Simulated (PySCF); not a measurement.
CH₆O₂Si₂, SMILES O[Si@H]1OC[SiH2]1.

Coordinates come from a ωB97X-D3(BJ)/def2-SVP optimisation. The structure was generated by enumeration; whether it is a known compound was not checked. The values are those of a single conformer.

Two levels are set side by side: PBE/def2-TZVP (PySCF) and B3LYP/def2-TZVP (PySCF). Same geometry, gas phase. Differences are taken from unrounded values.

```
quantity                       PBE
---------------------------  -----
orbital gap (eV)              5.16
highest occupied level (eV)  -6.32
lowest empty level (eV)      -1.16
dipole moment (D)             1.81
mean polarisability (bohr³)   72.6
```

### Question
These are the PBE values. What does B3LYP give? (Estimate from the structure and the level; the computed values follow.)

### Answer

```json
[
 {"quantity": "orbital gap (eV)", "B3LYP": "6.83", "PBE minus B3LYP": "-1.67"},
 {"quantity": "highest occupied level (eV)", "B3LYP": "-7.33", "PBE minus B3LYP": "1.01"},
 {"quantity": "lowest empty level (eV)", "B3LYP": "-0.50", "PBE minus B3LYP": "-0.66"},
 {"quantity": "dipole moment (D)", "B3LYP": "2.02", "PBE minus B3LYP": "-0.21"},
 {"quantity": "mean polarisability (bohr³)", "B3LYP": "69.8", "PBE minus B3LYP": "2.7"}
]
```

Without exact exchange PBE keeps part of each electron's self-repulsion, which lifts occupied levels and narrows the gap. PBE's more diffuse valence density responds more strongly to a field. Differences between two approximate levels are no errors against the true value.

Rough cost on one machine, each run with all the roots and properties that it gave: B3LYP against PBE within a factor of 2.
